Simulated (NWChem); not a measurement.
System: ZrN₂H₆; SMILES [NH2][ZrH2][NH2]

```xyz
9

Zr    -0.3153     0.0060     0.0000
N      0.7884    -0.0367     1.6813
H      0.4272    -0.3761     2.5739
H      1.7450     0.2798     1.8297
N      0.7884    -0.0367    -1.6813
H      0.4272    -0.3761    -2.5739
H      1.7450     0.2798    -1.8297
H     -1.7123    -1.2524     0.0000
H     -1.0582     1.7190     0.0000
```
Atoms are numbered in this order, from 1.

Results from NWChem. The geometry was optimised at PBE0/def2-SVP. def2 effective core potentials on Zr; no spin-orbit coupling. Vertical excitations in the gas phase; the lowest state need not have the same character in each row.

```tsv
level	lowest excitation, singlet (eV)	oscillator strength of that lowest state	lowest state with f > 0.02, singlet (eV)	orbital gap (eV)
PBE/def2-SVP, full TDDFT	3.91	0.002	4.65	3.82
B3LYP/def2-SVP, full TDDFT	4.23	0.002	5.03	5.62
Hartree-Fock/def2-SVP, TDHF	5.40	0.003	6.42	12.29
```
